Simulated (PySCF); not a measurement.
# Hafnium: a sound run and one with changed settings

Sound run: Hf [Xe] 4f14 5d2 6s2, Hf+ [Xe] 4f14 5d1 6s2. All numbers are calculated (PySCF 2.14, scalar relativity through the core potential, in def2-TZVP with the def2 core potential (60 electrons) (6s4p3d1f, 40 functions)). In the sound run the correlated levels freeze 5s2 5p6 outside the core potential. The sound run starts from symmetry-adapted Hartree-Fock orbitals and uses a fine grid where one is needed.

Changed run: initial guess minao, at most 50 SCF cycles.

```json
{"species": "Hf", "method": "UHF", "sound run (hartree)": "-47.36787", "changed run (hartree)": "-47.36787", "converged": "yes"}
{"species": "Hf", "method": "PBE", "sound run (hartree)": "-47.87201", "changed run (hartree)": "-47.87201", "converged": "yes"}
{"species": "Hf", "method": "B3LYP", "sound run (hartree)": "-47.88108", "changed run (hartree)": "-47.88108", "converged": "yes"}
{"species": "Hf", "method": "MP2", "sound run (hartree)": "-47.40972", "changed run (hartree)": "-47.40972", "converged": "yes"}
{"species": "Hf+", "method": "UHF", "sound run (hartree)": "n/a", "changed run (hartree)": "-47.13656", "converged": "no"}
{"species": "Hf+", "method": "PBE", "sound run (hartree)": "-47.62244", "changed run (hartree)": "-47.62244", "converged": "yes"}
{"species": "Hf+", "method": "B3LYP", "sound run (hartree)": "-47.63027", "changed run (hartree)": "-47.63027", "converged": "yes"}
```

A plain start with occupations fixed only by D2h representation lets s and d (or p and f) orbitals of one representation trade places, so the SCF can reach the same state, another state or none.
